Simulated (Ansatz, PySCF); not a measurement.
C₂H₃ClFNSi, SMILES C#C[Si@@](N)(F)Cl. Atoms are numbered in the order given.

```xyz
9

C      2.6311     0.0926    -1.1769
C      1.4855    -0.0144    -0.7829
Si    -0.2269    -0.1669    -0.1931
N     -1.2865     0.5484    -1.3066
F     -0.4978    -1.7475     0.0591
Cl    -0.4892     0.7227     1.6456
H      3.6449     0.1877    -1.5221
H     -2.2414     0.7943    -1.0701
H     -1.1247     0.4890    -2.3062
```
Charge 0, spin multiplicity 1.

The structure is a stationary point at B3LYP-D3(BJ)/def2-SVP. The structure was generated by enumeration; whether it is a known compound was not checked. Other conformers were not sampled.

Vertical ionisation energy (IE) and electron affinity (EA) in eV. Rows of orbital energies are one-electron estimates. Where ΔSCF, EOM or ADC give a negative EA the extra electron is unbound and the value depends on the basis.

```json
[
 {"level": "−ε(HOMO), −ε(LUMO), r2SCAN/def2-TZVP (PySCF)", "IE": "?", "EA": "?"},
 {"level": "−ε(HOMO), −ε(LUMO), PBE/def2-TZVP (PySCF)", "IE": "6.76", "EA": "1.56"},
 {"level": "ΔSCF, PBE0/def2-SVPD (Ansatz), final states of multiplicity 2 and 2", "IE": "10.37", "EA": "-1.07"},
 {"level": "ΔSCF, PBE/def2-SVPD (Ansatz), final states of multiplicity 2 and 2", "IE": "9.92", "EA": "-0.91"}
]
```

Q: Fill in the missing entries. (An estimate is asked for; the answer gives what the named calculation found.)

A: 
- −ε(HOMO), −ε(LUMO), r2SCAN/def2-TZVP (PySCF), IE: 7.08
- −ε(HOMO), −ε(LUMO), r2SCAN/def2-TZVP (PySCF), EA: 1.34

Q: What vertical singlet–triplet gap does ΔSCF give with PBE0/def2-SVPD (Ansatz, a program for electronic structure) and with PBE/def2-SVPD (Ansatz)? (The exact figures need the calculation; the answer reports its results.)

A: 4.95 and 5.02 eV (triplet above singlet where positive).
